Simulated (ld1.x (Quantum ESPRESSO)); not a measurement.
## An all-electron radial function and its pseudo partner (Al)

Columns: radius, all-electron u(r) and pseudo u(r) of the 3s shell (level -8.18 eV) of aluminium in the configuration [Ne] 3s1.5 3p1.5; PBE, scalar-relativistic, PAW scheme, ld1.x (Quantum ESPRESSO) 7.5.

```
r (bohr)  all-electron  pseudo
   0.108        0.1075  0.0319
   0.215       -0.1106  0.0643
   0.322       -0.2601  0.0982
   0.430       -0.2990  0.1347
   0.538       -0.2550  0.1738
   0.645       -0.1641  0.2153
   0.752       -0.0515  0.2594
   0.860        0.0677  0.3062
   0.968        0.1822  0.3544
   1.075        0.2857  0.4029
   1.182        0.3764  0.4508
   1.290        0.4543  0.4975
   1.398        0.5185  0.5411
   1.505        0.5697  0.5800
   1.612        0.6098  0.6135
   1.720        0.6401  0.6409
   1.828        0.6610  0.6611
   1.935        0.6735  0.6735
   2.042        0.6786  0.6786
   2.150        0.6774  0.6774
   2.258        0.6708  0.6708
   2.365        0.6598  0.6598
   2.472        0.6451  0.6451
   2.580        0.6273  0.6273
   2.688        0.6071  0.6071
   2.795        0.5854  0.5854
```

Q: How many radial nodes do the two functions have?

A: The all-electron 3s function has n − l − 1 = 2; the pseudo-wave has 0, since the states of the same l below it are removed with the core.

Q: At about which radius was the pseudo-wave matched?

A: 1.90 bohr, where the columns begin to agree (steps of 0.11 bohr).

Q: Is the pseudo-wave norm-conserving?

A: No, it belongs to a PAW set: the norm inside the radius is not constrained, and the difference is carried by the augmentation charge.
